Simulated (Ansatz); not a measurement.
One change: `C=C[SiH2]O[SiH](F)F` becomes `C=C[SiH2]S[SiH](F)F`.

Ansatz, PBE0-D4/def2-TZVP geometries, multiplicity 1. Each molecule was computed in one conformer, which needn't be the lowest.

```csv
property,`C=C[SiH2]O[SiH](F)F`
size of the dipole moment (ωB97M-V/def2-TZVPP) / D,1.35
HOMO energy (PBE0/def2-TZVPP) / eV,-8.16
HOMO energy (B3LYP/def2-TZVPP) / eV,-7.92
HOMO–LUMO gap (PBE/def2-TZVPP) / eV,5.37
HOMO–LUMO gap (B3LYP/def2-TZVPP) / eV,7.07
LUMO energy (PBE0/def2-TZVPP) / eV,-0.64
```

Q: What does the change do to each property? (Estimate.)

A: Ansatz gave: 
| property | `C=C[SiH2]S[SiH](F)F` | shift |
| --- | --- | --- |
| size of the dipole moment (ωB97M-V/def2-TZVPP) / D | 0.97 | -0.38 |
| HOMO energy (PBE0/def2-TZVPP) / eV | -7.90 | 0.26 |
| HOMO energy (B3LYP/def2-TZVPP) / eV | -7.65 | 0.27 |
| HOMO–LUMO gap (PBE/def2-TZVPP) / eV | 4.73 | -0.64 |
| HOMO–LUMO gap (B3LYP/def2-TZVPP) / eV | 6.47 | -0.60 |
| LUMO energy (PBE0/def2-TZVPP) / eV | -0.99 | -0.35 |

With PBE0 the HOMO rises by 0.26 eV and the LUMO falls by 0.35 eV, so the gap narrows by about 0.61 eV. PBE moves the HOMO by 0.33 eV and ωB97M-V by 0.34 eV. Dipoles are sizes alone; their direction can turn.

B3LYP here is the variant with VWN-RPA as its local correlation; programs differ in this.
